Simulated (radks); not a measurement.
Problem. Radial electron density D(r) = 4 pi r^2 rho(r) of an atom or ion with 6 electrons. Calculated with a radial shooting solver on a logarithmic mesh with Libxc functionals: Dirac Kohn-Sham, PBE, spin-unpolarised, spherical densities, point nucleus.

r (bohr),D(r) (e/bohr)
0.00323,4.331
0.003914,5.958
0.004743,8.108
0.005747,10.89
0.006908,14.24
0.00837,18.49
0.01014,23.45
0.01229,28.93
0.01489,34.51
0.01804,39.52
0.02186,43.08
0.02649,44.30
0.03209,42.55
0.03889,37.94
0.04712,31.55
0.05709,25.41
0.06917,21.71
0.08382,21.56
0.1016,24.01
0.1231,26.15
0.1479,25.11
0.1792,19.89
0.2172,12.39
0.2631,5.804
0.3188,1.940
0.3863,0.4325
0.4681,0.05925
0.5672,0.004520

What is the nuclear charge?

Solution. Z = 37. The innermost maximum, from 1s, lies near gamma/Z bohr with gamma = sqrt(1 - (Z/c)^2) = 0.963, here 0.026 bohr (found: 0.0261), and its height grows with Z. The density is that of the rubidium ion Rb31+ in [He] 2s2 2p2; the configuration itself is not fixed sharply by these data, and Z only to a few units. D(r) has 2 maxima, at r = 0.0261, 0.129 bohr, and minima at 0.0768 bohr, inside which lie 2.25 electrons.
